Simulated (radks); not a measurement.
Values are calculated unless marked as measured or tabulated.
Q: The iron ion Fe11+, 15 electrons, occupied as [Ne] 3s2 3p3 (the NIST ground configuration). Level of theory: Dirac Kohn-Sham, relativistic LDA (MacDonald-Vosko exchange, VWN5 correlation), spin-unpolarised, spherical densities, finite nucleus; open shells fill j = l - 1/2 first; Fermi nuclear charge, rms radius 3.7377 fm (a radial shooting solver on a logarithmic mesh with Libxc functionals). Some entries of the table are withheld. Estimate them.

orbital,occ.,eigenvalue (hartree),r(max) (bohr)
1s1/2,2,-267.1332,0.03840
2s1/2,2,(1),0.2226
2p1/2,2,(2),0.1777
2p3/2,4,(3),0.1802
3s1/2,2,-12.68267,(4)
3p1/2,2,-11.44184,0.6447
3p3/2,1,-11.35699,0.6499

A: 
(1) 2s1/2 eigenvalue (hartree): -40.99352
(2) 2p1/2 eigenvalue (hartree): -36.98275
(3) 2p3/2 eigenvalue (hartree): -36.52157
(4) 3s1/2 r(max) (bohr): 0.6558
